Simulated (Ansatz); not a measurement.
`OC1([TeH])NB1Cl`, relaxed with RKS PBE-D4/def2-SVP in the Gaussian-basis code of Ansatz from a rough embedded geometry. The force threshold is 0.03 eV/Å; the program also tests the step.

The species carries charge 0 and has multiplicity 1. Te: def2 effective core potential.

Start:

```xyz
9

O    -0.487   -0.380    1.561
C    -0.084   -0.083    0.226
Te    0.529   -1.728   -1.019
N     0.810    1.072    0.164
B    -0.712    1.152   -0.456
Cl   -2.019    2.040   -1.425
H    -1.243   -0.994    1.417
H     1.806   -2.145    0.157
H     1.400    1.067   -0.624
```

(1) How much energy does the relaxation release, and in how many steps? (Estimate.)

(2) Which bonds change most? (An estimate is asked.)

(3) Give the relaxed structure. (Estimate.)

## Answers

(1) Computed: 147.38 kJ/mol, in 15 steps, 1 of them rejected.

(2) Computed: N4–B5 from 1.645 to 1.369 Å; B5–Cl6 from 1.853 to 1.734 Å; Te3–H8 from 1.785 to 1.685 Å; C2–Te3 from 2.152 to 2.234 Å.

(3) The calculation gave: 
```xyz
9

O    -0.305   -0.336    1.472
C    -0.148   -0.104    0.106
Te    0.425   -1.963   -0.994
N     0.551    1.122   -0.195
B    -0.741    1.136   -0.646
Cl   -1.947    2.091   -1.447
H    -0.933   -1.079    1.560
H     1.601   -2.336    0.154
H     1.496    1.469   -0.008
```
